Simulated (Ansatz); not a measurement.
Born–Oppenheimer molecular dynamics of CH9ClOSi2 (14 atoms, charge 0, multiplicity 1). It starts from a rough guess of a transition structure, not a stationary point.

These are results of UKS PBE-D4/STO-3G in Ansatz, not measurements.

```json
{"ensemble": "NVE (velocity Verlet)", "time step": "0.5 fs", "steps asked": "150", "starting velocities drawn for": "300 K", "seed": "84584"}
```

First frame:

```xyz
14
Properties=species:S:1:pos:R:3
Si -1.236 -0.541 0.165
Si 0.675 -0.647 1.919
H -1.667 -1.108 -1.113
H -2.039 -1.360 1.093
Cl -2.053 1.311 0.341
H 0.909 0.175 0.252
O 0.401 0.115 -0.916
C 0.516 0.959 -2.031
H 1.353 -1.942 1.782
H 1.713 0.297 2.383
H -0.178 -0.769 3.105
H -0.299 0.719 -2.715
H 1.472 0.783 -2.530
H 0.434 2.008 -1.735
```

**Question.** How far do the bonds stretch over the last three quarters of this one trajectory? (Pairs bonded in most of those frames.)

**Answer.** 
```json
{"bond": "Si1–Si2", "mean (Å)": "2.280", "spread (Å)": "0.107", "shortest": "2.13", "longest": "2.45"}
{"bond": "Si1–H3", "mean (Å)": "1.470", "spread (Å)": "0.013", "shortest": "1.44", "longest": "1.50"}
{"bond": "Si1–H4", "mean (Å)": "1.467", "spread (Å)": "0.023", "shortest": "1.43", "longest": "1.51"}
{"bond": "Si1–Cl5", "mean (Å)": "2.178", "spread (Å)": "0.129", "shortest": "1.98", "longest": "2.33"}
{"bond": "Si2–H9", "mean (Å)": "1.458", "spread (Å)": "0.003", "shortest": "1.45", "longest": "1.47"}
{"bond": "Si2–H10", "mean (Å)": "1.462", "spread (Å)": "0.008", "shortest": "1.45", "longest": "1.48"}
{"bond": "Si2–H11", "mean (Å)": "1.456", "spread (Å)": "0.009", "shortest": "1.44", "longest": "1.47"}
{"bond": "H6–O7", "mean (Å)": "1.071", "spread (Å)": "0.097", "shortest": "0.91", "longest": "1.22"}
{"bond": "O7–C8", "mean (Å)": "1.490", "spread (Å)": "0.063", "shortest": "1.40", "longest": "1.58"}
{"bond": "C8–H12", "mean (Å)": "1.114", "spread (Å)": "0.014", "shortest": "1.08", "longest": "1.14"}
{"bond": "C8–H13", "mean (Å)": "1.123", "spread (Å)": "0.040", "shortest": "1.07", "longest": "1.19"}
{"bond": "C8–H14", "mean (Å)": "1.118", "spread (Å)": "0.018", "shortest": "1.09", "longest": "1.15"}
```

Mean temperature of the second half: 1014 K. The conserved energy stayed within 0.82 meV per atom of its start (net change -0.59 meV per atom), so the integration is sound. The system heated up, since it started high on the potential surface and ran downhill. A run of 0.075 ps of so small a system gives no equilibrium averages. The orbitals stay closed-shell, which can raise the energy where a bond breaks towards radicals; this wasn't checked here. Limits of this set-up: minimal basis.

Run time: 8.2 min on 1 thread of Intel(R) Xeon(R) Platinum 8488C (Sapphire Rapids), on a shared host, peak memory 0.15 GiB.
